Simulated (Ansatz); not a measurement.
Born–Oppenheimer molecular dynamics of F₂H₃NSi (7 atoms, charge 0, multiplicity 1). It starts from a relaxed structure.

These are results of Ansatz 0.2.0, RKS PBE0-D4/6-31G*, not measurements.

| Item | Value |
| --- | --- |
| ensemble | NVE (velocity Verlet) |
| time step | 0.5 fs |
| steps asked | 250 |
| starting velocities drawn for | 200 K |
| seed | 997362 |

First frame:

```xyz
7
Properties=species:S:1:pos:R:3
Si -0.003 -0.015 0.069
N 0.068 -0.094 1.761
H -0.715 -0.447 2.292
H 0.660 0.513 2.310
F 1.488 -0.049 -0.506
F -0.625 1.341 -0.517
H -0.809 -1.143 -0.434
```

(1) How far do the bonds stretch over the last three quarters of this one trajectory? (Pairs bonded in most of those frames.)

Answers

(1) 
```
  bond  mean (Å)  spread (Å)  shortest  longest
Si1–N2     1.700       0.017      1.67     1.73
Si1–F5     1.603       0.029      1.55     1.65
Si1–F6     1.601       0.010      1.58     1.62
Si1–H7     1.476       0.007      1.46     1.49
 N2–H3     1.012       0.013      0.99     1.03
 N2–H4     1.011       0.010      1.00     1.03
```

Mean temperature of the second half: 111 K. The conserved energy stayed within 0.073 meV per atom of its start (net change 0.02 meV per atom), so the integration is sound. Over the second half the temperature averaged 0.55 of the 200 K drawn at the start: a run that starts near a minimum puts about half its kinetic energy into the potential. A run of 0.12 ps of so small a system gives no equilibrium averages.

Run time: 9.1 min on 1 thread of Arm Neoverse V1 (shared host), peak memory 0.12 GiB.
